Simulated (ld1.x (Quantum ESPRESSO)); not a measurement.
## chlorine, TM: configuration errors across variants

```
Element                 : Cl (Z = 17)
Generator               : ld1.x (Quantum ESPRESSO) 7.5
Type                    : norm-conserving Troullier–Martins (Kleinman–Bylander form)
Functional              : LDA (PZ)
Relativity              : fully relativistic
Frozen core             : [Ne]
Valence charge          : 7
Reference configuration : 3s2 3p4.5 (charge +0.5)
Partial waves           : 3s (bound): rc 1.25 bohr; 3p (bound): rc 1.50 bohr; 3d channel at 0.35 Ry: rc 1.30 bohr
Local potential         : all-electron potential smoothed inside 1.00 bohr (lloc = -1)
Core correction         : none
```

Open shells are filled in proportion to 2j + 1 (rel_dist='average').

All-electron excitation energies from the reference (eV): (1) 3s2 3p5 -5.634; (2) 3s2 3p4 8.338; (3) 3s2 3p3 33.866; (4) 3s1 3p6 6.414; (5) 3s2 3p5.3 -7.807; (6) 3s2 3p1 124.633; (7) 3s2 3p2 72.262.

Errors AE − PS in meV (a dash: test not solved or not reliable):

| change | (1) | (2) | (3) | (4) | (5) | (6) | (7) | bound ghosts |
| --- | --- | --- | --- | --- | --- | --- | --- | --- |
| base | +1.5 | +2.5 | +35 | +1.8 | +3.0 | +399 | +143 | none |
| wave 3s (bound): rc 1.25 bohr becomes 3s (bound): rc 0.84 bohr | +2.1 | +3.7 | +53 | +31 | +4.3 | +639 | +221 | none |
| wave 3s (bound): rc 1.25 bohr becomes 3s (bound): rc 0.96 bohr | +1.8 | +3.1 | +44 | +8.2 | +3.6 | +522 | +182 | none |
| wave 3s (bound): rc 1.25 bohr becomes 3s (bound): rc 1.12 bohr | +1.5 | +2.5 | +36 | +2.0 | +3.1 | +418 | +149 | none |
| wave 3s (bound): rc 1.25 bohr becomes 3s (bound): rc 1.24 bohr | +1.5 | +2.5 | +35 | +1.8 | +3.0 | +399 | +143 | none |
| wave 3s (bound): rc 1.25 bohr becomes 3s (bound): rc 1.42 bohr | +1.5 | +2.6 | +36 | +1.6 | +3.1 | +416 | +148 | none |
| wave 3s (bound): rc 1.25 bohr becomes 3s (bound): rc 1.58 bohr | +1.7 | +2.9 | +41 | +0.7 | +3.5 | +480 | +170 | none |
| wave 3s (bound): rc 1.25 bohr becomes 3s (bound): rc 1.74 bohr | +1.8 | +3.3 | +46 | -0.4 | +3.9 | +546 | +192 | none |

Question: Give the same row for: wave 3s (bound): rc 1.25 bohr becomes 3s (bound): rc 1.86 bohr.

Answer: +2.0, +3.8, +53, -2.4, +4.4, +630, +221; bound ghosts: none.
